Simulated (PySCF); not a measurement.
C$_{3}$H$_{5}$ (SMILES C=[C]C), doublet, at a GFN2-xTB geometry, with bond 4-1 at 1.6 times its length; CAMB3LYP/3-21G (PySCF).

PySCF was given this input:
```python
from pyscf import gto, scf, dft

mol = gto.M(
    atom='''
C     1.313529    0.256226   -0.021927
C     0.025909    0.374083   -0.010223
H     1.837879   -0.703925   -0.002493
H     2.364744    1.627640   -0.070420
C    -1.206401   -0.398851    0.024477
H    -1.008352   -1.478408    0.050837
H    -1.788968   -0.136455    0.908191
H    -1.809314   -0.183320   -0.858262
''',
    basis='3-21g',
    charge=0,
    spin=1,
    verbose=4,
)

mf = dft.UKS(mol)
mf.xc = 'camb3lyp'
mf.init_guess = 'mod_huckel'
mf.kernel()
mf.analyze()
```

Question: Predict the main parts of the log of this PySCF run.

Answer: 
```
PySCF version 2.14.0

[INPUT] verbose = 4
[INPUT] num. atoms = 8
[INPUT] num. electrons = 23
[INPUT] charge = 0
[INPUT] spin (= nelec alpha-beta = 2S) = 1
[INPUT] symmetry False subgroup None
[INPUT] Mole.unit = angstrom
[INPUT] Symbol           X                Y                Z      unit          X                Y                Z       unit  Magmom
[INPUT]  1 C      1.313529000000   0.256226000000  -0.021927000000 AA    2.482210066674   0.484196965993  -0.041436024733 Bohr   0.0
[INPUT]  2 C      0.025909000000   0.374083000000  -0.010223000000 AA    0.048960914161   0.706914417856  -0.019318670171 Bohr   0.0
[INPUT]  3 H      1.837879000000  -0.703925000000  -0.002493000000 AA    3.473087960090  -1.330225462234  -0.004711087229 Bohr   0.0
[INPUT]  4 H      2.364744000000   1.627640000000  -0.070420000000 AA    4.468718514708   3.075793829387  -0.133074513692 Bohr   0.0
[INPUT]  5 C     -1.206401000000  -0.398851000000   0.024477000000 AA   -2.279767486401  -0.753719154509   0.046254826351 Bohr   0.0
[INPUT]  6 H     -1.008352000000  -1.478408000000   0.050837000000 AA   -1.905509117157  -2.793786220366   0.096068006995 Bohr   0.0
[INPUT]  7 H     -1.788968000000  -0.136455000000   0.908191000000 AA   -3.380659565611  -0.257862578328   1.716232258795 Bohr   0.0
[INPUT]  8 H     -1.809314000000  -0.183320000000  -0.858262000000 AA   -3.419107933341  -0.346424593155  -1.621880123121 Bohr   0.0

nuclear repulsion = 62.5939954868607
number of shells = 25
number of NR pGTOs = 60
number of NR cGTOs = 37
basis = 3-21g
ecp = {}

******** <class 'pyscf.dft.uks.UKS'> ********
method = UKS
initial guess = mod_huckel
damping factor = 0
level_shift factor = 0
DIIS = <class 'pyscf.scf.diis.CDIIS'>
diis_start_cycle = 1
diis_space = 8
diis_damp = 0
SCF conv_tol = 1e-09
SCF conv_tol_grad = None
SCF max_cycles = 50
direct_scf = True
direct_scf_tol = 1e-13
number electrons alpha = 12  beta = 11
XC library pyscf.dft.libxc version 7.1.2
    S. Lehtola, C. Steigemann, M. J. T. Oliveira, and M. A. L. Marques,  SoftwareX 7, 1–5 (2018)
XC functionals = camb3lyp
    T. Yanai, D. P. Tew, and N. C. Handy,  Chem. Phys. Lett. 393, 51 (2004)
radial grids:
    Treutler-Ahlrichs [JCP 102, 346 (1995); DOI:10.1063/1.469408] (M4) radial grids

becke partition: Becke, JCP 88, 2547 (1988); DOI:10.1063/1.454033
pruning grids: <function nwchem_prune>
grids dens level: 3
symmetrized grids: False
atomic radii adjust function: <function treutler_atomic_radii_adjust>
small_rho_cutoff = 0
Set gradient conv threshold to 3.16228e-05
Initial guess from on-the-fly Huckel, doi:10.1021/acs.jctc.8b01089,
employing the updated GWH rule from doi:10.1021/ja00480a005.
Spherically averaged atomic HF for {'C', 'H'}

******** <class 'pyscf.scf.atom_hf.AtomSphAverageRHF'> ********
method = AtomSphAverageRHF
initial guess = minao
damping factor = 0
level_shift factor = 0
DIIS = <class 'pyscf.scf.diis.CDIIS'>
diis_start_cycle = 1
diis_space = 8
diis_damp = 0
SCF conv_tol = 1e-09
SCF conv_tol_grad = None
SCF max_cycles = 50
direct_scf = True
direct_scf_tol = 1e-13
atom = C
Set gradient conv threshold to 3.16228e-05
Initial guess from minao.
init E= -37.0511734903473
cycle= 1 E= -37.1138683188025  delta_E= -0.0627  |g|=    0  |ddm|= 0.358
cycle= 2 E= -37.1160998590688  delta_E= -0.00223  |g|=    0  |ddm|= 0.0979
cycle= 3 E= -37.1162418120407  delta_E= -0.000142  |g|=    0  |ddm|= 0.0175
cycle= 4 E= -37.116242134933  delta_E= -3.23e-07  |g|=    0  |ddm|= 0.00152
cycle= 5 E= -37.1162421349399  delta_E= -6.89e-12  |g|=    0  |ddm|= 3.41e-06
Extra cycle  E= -37.1162421349399  delta_E= -1.42e-14  |g|=    0  |ddm|= 2.49e-07
Atomic HF for atom  C  converged. SCF energy = -37.1162421349399

******** 1 electron system ********
Atomic HF for atom  H  converged. SCF energy = -0.496198609380939

tot grids = 91400
init E= -114.732359823626
cycle= 1 E= -115.440620496931  delta_E= -0.708  |g|= 1.27  |ddm|=  2.6
cycle= 2 E= -115.488618419091  delta_E= -0.048  |g|= 1.17  |ddm|= 2.73
cycle= 3 E= -116.363504384415  delta_E= -0.875  |g|= 0.29  |ddm|= 1.82
cycle= 4 E= -116.404541430318  delta_E= -0.041  |g|= 0.14  |ddm|=  0.4
cycle= 5 E= -116.416354642434  delta_E= -0.0118  |g|= 0.0276  |ddm|= 0.133
cycle= 6 E= -116.417615487184  delta_E= -0.00126  |g|= 0.0159  |ddm|= 0.0532
cycle= 7 E= -116.418260886149  delta_E= -0.000645  |g|= 0.00962  |ddm|= 0.0372
cycle= 8 E= -116.418769443085  delta_E= -0.000509  |g|= 0.00484  |ddm|= 0.0492
cycle= 9 E= -116.418948310721  delta_E= -0.000179  |g|= 0.00177  |ddm|= 0.0372
cycle= 10 E= -116.418971188409  delta_E= -2.29e-05  |g|= 0.000318  |ddm|= 0.016
cycle= 11 E= -116.418971680268  delta_E= -4.92e-07  |g|= 8.72e-05  |ddm|= 0.00236
cycle= 12 E= -116.418971704535  delta_E= -2.43e-08  |g|= 3.53e-05  |ddm|= 0.000418
cycle= 13 E= -116.418971709965  delta_E= -5.43e-09  |g|= 1.82e-05  |ddm|= 0.000134
cycle= 14 E= -116.418971711806  delta_E= -1.84e-09  |g|= 1.01e-05  |ddm|= 9.51e-05
cycle= 15 E= -116.418971712155  delta_E= -3.49e-10  |g|= 3.88e-06  |ddm|= 4.15e-05
Extra cycle  E= -116.41897171219  delta_E= -3.51e-11  |g|= 3.12e-06  |ddm|= 1.09e-05
converged SCF energy = -116.41897171219  <S^2> = 0.8161323  2S+1 = 2.0650737
**** SCF Summaries ****
Total Energy =                        -116.418971712189716
Nuclear Repulsion Energy =              62.593995486860706
One-electron Energy =                 -278.874341334490282
Two-electron Energy =                   99.861374135439874
Two-electron Coulomb Energy =          117.664807205698580
DFT Exchange-Correlation Energy =      -17.803433070258706
**** MO energy ****
                             alpha | beta                alpha | beta
MO #1   energy= -10.2193582892164  | -10.2249433640657  occ= 1 | 1
MO #2   energy= -10.2179228141348  | -10.2115893957387  occ= 1 | 1
MO #3   energy= -10.2109668108511  | -10.204001278918   occ= 1 | 1
MO #4   energy= -0.879790723860967 | -0.863892863583352 occ= 1 | 1
MO #5   energy= -0.778727640288012 | -0.778180864423866 occ= 1 | 1
MO #6   energy= -0.585669084412861 | -0.567373752109916 occ= 1 | 1
MO #7   energy= -0.513294496366578 | -0.505530241652376 occ= 1 | 1
MO #8   energy= -0.506623396879893 | -0.498931775904845 occ= 1 | 1
MO #9   energy= -0.503042365124374 | -0.492702001543217 occ= 1 | 1
MO #10  energy= -0.40044481183772  | -0.371704965301263 occ= 1 | 1
MO #11  energy= -0.323687662112771 | -0.321146010413978 occ= 1 | 1
MO #12  energy= -0.268351842876574 | -0.0164191182345257 occ= 1 | 0
MO #13  energy= 0.0511368886104067 | 0.0821776410883388 occ= 0 | 0
MO #14  energy= 0.0951350997084295 | 0.101851987806886  occ= 0 | 0
MO #15  energy= 0.195577954651347  | 0.197107303493639  occ= 0 | 0
MO #16  energy= 0.227495664382313  | 0.233578309426254  occ= 0 | 0
MO #17  energy= 0.243192637068566  | 0.247961761075499  occ= 0 | 0
MO #18  energy= 0.244998878973273  | 0.252944717178358  occ= 0 | 0
MO #19  energy= 0.349209113954026  | 0.359353024336783  occ= 0 | 0
MO #20  energy= 0.520065268967492  | 0.52586578319297   occ= 0 | 0

To work with the spin densities directly, `use mulliken_meta_spin()` only printing them here.

 ** Mulliken spin pop alpha/beta on meta-lowdin orthogonal AOs **
 ** Mulliken Spin Density (per AO)  **
spin_pop of  0 C 1s        0.00001
spin_pop of  0 C 2s       -0.05318
spin_pop of  0 C 3s       -0.00044
spin_pop of  0 C 2px      -0.06122
spin_pop of  0 C 2py      -0.13676
spin_pop of  0 C 2pz      -0.11153
spin_pop of  0 C 3px       0.00120
spin_pop of  0 C 3py       0.00012
spin_pop of  0 C 3pz      -0.00020
spin_pop of  1 C 1s       -0.00001
spin_pop of  1 C 2s        0.09794
spin_pop of  1 C 3s        0.00148
spin_pop of  1 C 2px       0.05993
spin_pop of  1 C 2py       0.62619
spin_pop of  1 C 2pz       0.10679
spin_pop of  1 C 3px      -0.00040
spin_pop of  1 C 3py       0.00141
spin_pop of  1 C 3pz       0.00017
spin_pop of  2 H 1s        0.05698
spin_pop of  2 H 2s       -0.00003
spin_pop of  3 H 1s        0.37722
spin_pop of  3 H 2s        0.00178
spin_pop of  4 C 1s        0.00000
spin_pop of  4 C 2s       -0.00591
spin_pop of  4 C 3s        0.00003
spin_pop of  4 C 2px      -0.01836
spin_pop of  4 C 2py      -0.01441
spin_pop of  4 C 2pz      -0.00433
spin_pop of  4 C 3px       0.00024
spin_pop of  4 C 3py       0.00053
spin_pop of  4 C 3pz       0.00008
spin_pop of  5 H 1s        0.05437
spin_pop of  5 H 2s        0.00020
spin_pop of  6 H 1s        0.00991
spin_pop of  6 H 2s        0.00014
spin_pop of  7 H 1s        0.00991
spin_pop of  7 H 2s        0.00014
 ** Mulliken Spin Density (per atom)  **
spin density of  0 C =     -0.36199
spin density of  1 C =      0.89351
spin density of  2 H =      0.05695
spin density of  3 H =      0.37900
spin density of  4 C =     -0.04212
spin density of  5 H =      0.05457
spin density of  6 H =      0.01004
spin density of  7 H =      0.01004
 ** Mulliken pop alpha/beta on meta-lowdin orthogonal AOs **
 ** Mulliken pop       alpha | beta **
pop of  0 C 1s        0.99978 | 0.99978
pop of  0 C 2s        0.50305 | 0.55623
pop of  0 C 3s        0.00169 | 0.00213
pop of  0 C 2px       0.50546 | 0.56668
pop of  0 C 2py       0.42849 | 0.56524
pop of  0 C 2pz       0.47309 | 0.58462
pop of  0 C 3px       0.00604 | 0.00484
pop of  0 C 3py       0.00175 | 0.00163
pop of  0 C 3pz       0.00017 | 0.00037
pop of  1 C 1s        0.99977 | 0.99978
pop of  1 C 2s        0.56451 | 0.46657
pop of  1 C 3s        0.00308 | 0.00160
pop of  1 C 2px       0.55951 | 0.49958
pop of  1 C 2py       0.78348 | 0.15729
pop of  1 C 2pz       0.53478 | 0.42799
pop of  1 C 3px       0.00539 | 0.00579
pop of  1 C 3py       0.00250 | 0.00110
pop of  1 C 3pz       0.00077 | 0.00060
pop of  2 H 1s        0.45959 | 0.40261
pop of  2 H 2s        0.00524 | 0.00527
pop of  3 H 1s        0.67988 | 0.30266
pop of  3 H 2s        0.00217 | 0.00039
pop of  4 C 1s        0.99971 | 0.99971
pop of  4 C 2s        0.48900 | 0.49491
pop of  4 C 3s        0.00040 | 0.00036
pop of  4 C 2px       0.52634 | 0.54470
pop of  4 C 2py       0.53787 | 0.55228
pop of  4 C 2pz       0.56640 | 0.57072
pop of  4 C 3px       0.00246 | 0.00222
pop of  4 C 3py       0.00206 | 0.00154
pop of  4 C 3pz       0.00112 | 0.00104
pop of  5 H 1s        0.46357 | 0.40920
pop of  5 H 2s        0.00484 | 0.00464
pop of  6 H 1s        0.43804 | 0.42814
pop of  6 H 2s        0.00497 | 0.00483
pop of  7 H 1s        0.43804 | 0.42814
pop of  7 H 2s        0.00497 | 0.00483
In total            12.00000 | 11.00000
 ** Mulliken atomic charges   ( Nelec_alpha | Nelec_beta ) **
charge of  0C =     -0.20104  (     2.91953      3.28152 )
charge of  1C =     -0.01409  (     3.45380      2.56029 )
charge of  2H =      0.12730  (     0.46483      0.40788 )
charge of  3H =      0.01491  (     0.68205      0.30305 )
charge of  4C =     -0.29285  (     3.12537      3.16749 )
charge of  5H =      0.11775  (     0.46841      0.41384 )
charge of  6H =      0.12402  (     0.44301      0.43297 )
charge of  7H =      0.12402  (     0.44301      0.43297 )
Dipole moment(X, Y, Z, Debye): -0.97109, -1.24799,  0.04429
```
